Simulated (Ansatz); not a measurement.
`CS[SiH](N)Cl`, relaxed with RKS PBE-D4/def2-SVP in Ansatz 0.2.0 from a rough embedded geometry. The force threshold is 0.03 eV/Å; the program also tests the step.

Total charge 0; spin multiplicity 1.

Start:

```xyz
11

C     1.182   -0.122    1.503
S     0.828   -1.287    0.252
Si   -0.879   -0.456   -0.684
N    -0.355    0.922   -1.429
Cl   -2.379   -0.147    0.605
H     2.075   -0.449    2.126
H     1.387    0.863    1.146
H     0.373   -0.090    2.268
H    -1.385   -1.373   -1.803
H    -1.178    1.356   -1.929
H     0.333    0.783   -2.056
```

(1) How much energy does the relaxation release, and in how many steps? (An estimate is asked.)

(2) Which bonds change most? (Best estimate.)

(3) Give the relaxed structure. (An estimate is asked.)

Results:

(1) The calculation gave: 0.80 eV, in 11 steps, 2 of them rejected.

(2) The calculation gave: C1–S2 from 1.746 to 1.841 Å; Si3–Cl5 from 2.002 to 2.093 Å; N4–H11 from 0.941 to 1.023 Å; Si3–N4 from 1.652 to 1.732 Å.

(3) Ansatz gave: 
```xyz
11

C     1.149   -0.104    1.478
S     0.730   -1.505    0.359
Si   -0.868   -0.605   -0.735
N    -0.341    0.913   -1.380
Cl   -2.511   -0.100    0.460
H     2.135   -0.331    1.924
H     1.204    0.841    0.904
H     0.391   -0.011    2.279
H    -1.324   -1.677   -1.682
H    -1.026    1.640   -1.592
H     0.460    0.940   -2.015
```
